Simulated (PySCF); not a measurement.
# Pd³³⁺: ionisation energy

Pd³³⁺ [Ne] 3s2 3p1 (2P) → Pd³⁴⁺ [Ne] 3s2 (1S), as a difference of total energies. Computed with PySCF 2.14 in an uncontracted even-tempered set (16 s from 4.7 bohr⁻², ratio 2.5; 10 p from 6.1 bohr⁻², ratio 2.5; 5 d from 26 bohr⁻², ratio 2.7; 4 f from 38 bohr⁻², ratio 2.7), with the non-relativistic Hamiltonian (point nucleus). Correlated levels: outer shells: 1s2 frozen; virtual orbitals above 40 to 60 times the deepest correlated orbital energy dropped. The calculations carry no spin-orbit coupling.

```csv
method,ionisation energy (eV)
UHF,1984.5
MP2 (outer shells),1984.9
SCS-MP2 (outer shells),1984.7
CCSD (outer shells),1984.7
CCSD(T) (outer shells),1984.7
```

A first-order spin-orbit estimate (lowest level to lowest level, LS coupling) adds 21.568 eV.

The gap to the reference is mostly relativistic.

For comparison: 2016 ± 9 eV (semi-empirical (NIST evaluation); NIST Atomic Spectra Database, ionization energies).
